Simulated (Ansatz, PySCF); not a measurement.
F₃H₂NTi, SMILES [NH2][Ti]([F])([F])[F], multiplicity 1. Atoms are numbered in the order given.

```xyz
7

Ti     0.0380     0.0182     0.0000
F      0.4549     0.8596    -1.4622
F      0.4549     0.8596     1.4622
F      0.8543    -1.5255     0.0000
N     -1.7843    -0.2355     0.0000
H     -2.3512    -0.3392    -0.8387
H     -2.3512    -0.3392     0.8387
```

The structure is a stationary point at PBE0-D3(BJ)/def2-SVP. The spin state was assumed, not searched. The structure was generated by enumeration; whether it is a known compound was not checked. The values are those of a single conformer.

Two levels are set side by side: PBE-D3(BJ)/def2-SVP (Ansatz, an electronic-structure program) and PBE0-D3(BJ)/def2-SVP (Ansatz). Each level has its own optimised geometry; the coordinates shown are those of the second. Frequencies come from the Hessian of PySCF at each geometry. Differences are taken from unrounded values.

```tsv
quantity	PBE0-D3(BJ)
mean bond length (Å)	1.516
bond Ti1–F2 (Å)	1.738
bond Ti1–F3 (Å)	1.738
bond Ti1–F4 (Å)	1.746
bond Ti1–N5 (Å)	1.840
bond N5–H6 (Å)	1.018
bond N5–H7 (Å)	1.018
highest harmonic wavenumber (cm⁻¹)	3678
mean harmonic wavenumber (cm⁻¹)	929
zero-point energy (kcal/mol)	19.92
```

Problem. What does PBE-D3(BJ) give, and how far is it from PBE0-D3(BJ)? (An estimate is asked for; the answer gives what the named calculation found.)

Solution. 
| quantity | PBE-D3(BJ) | PBE-D3(BJ) minus PBE0-D3(BJ) |
|---|---|---|
| mean bond length (Å) | 1.531 | 0.015 |
| bond Ti1–F2 (Å) | 1.754 | 0.016 |
| bond Ti1–F3 (Å) | 1.754 | 0.016 |
| bond Ti1–F4 (Å) | 1.763 | 0.017 |
| bond Ti1–N5 (Å) | 1.863 | 0.023 |
| bond N5–H6 (Å) | 1.026 | 0.009 |
| bond N5–H7 (Å) | 1.026 | 0.009 |
| highest harmonic wavenumber (cm⁻¹) | 3559 | -119 |
| mean harmonic wavenumber (cm⁻¹) | 895 | -34 |
| zero-point energy (kcal/mol) | 19.19 | -0.73 |

Exact exchange shortens and stiffens bonds; PBE has none. Differences between two approximate levels are no errors against the true value.
